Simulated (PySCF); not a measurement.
Computed IR spectrum (relative IR intensity) of a molecule CH7ClOSi3. Coordinates come from a PBE-D3(BJ)/def2-SVP optimisation. One conformer was computed; it need not be the lowest. These are PySCF with PBE-D3(BJ)/def2-SVP values and carry that method's errors. Frequencies are harmonic and unscaled.

| ν (cm⁻¹) | relative intensity |
|---|---|
| 133 | 5.2 |
| 212 | 34 |
| 324 | 2.2 |
| 488 | 12 |
| 543 | 12 |
| 553 | 5.6 |
| 615 | 4.4 |
| 639 | 10 |
| 670 | 12 |
| 740 | 100 |
| 768 | 50 |
| 777 | 18 |
| 803 | 36 |
| 880 | 3.8 |
| 890 | 31 |
| 958 | 10 |
| 1306 | 3.4 |
| 2126 | 49 |
| 2135 | 57 |
| 2146 | 35 |
| 2165 | 26 |
| 3743 | 30 |

Question: Which structure fits?
A. Cl[Si@H]1[SiH2]CO[SiH2]1
B. O[Si@H]1[SiH2]C[Si@@H]1Cl
C. [SiH3][Si@@]1(Cl)C[SiH2]O1
D. [SiH3][C@H]1O[SiH2][Si@H]1Cl

Answer: B, O[Si@H]1[SiH2]C[Si@@H]1Cl
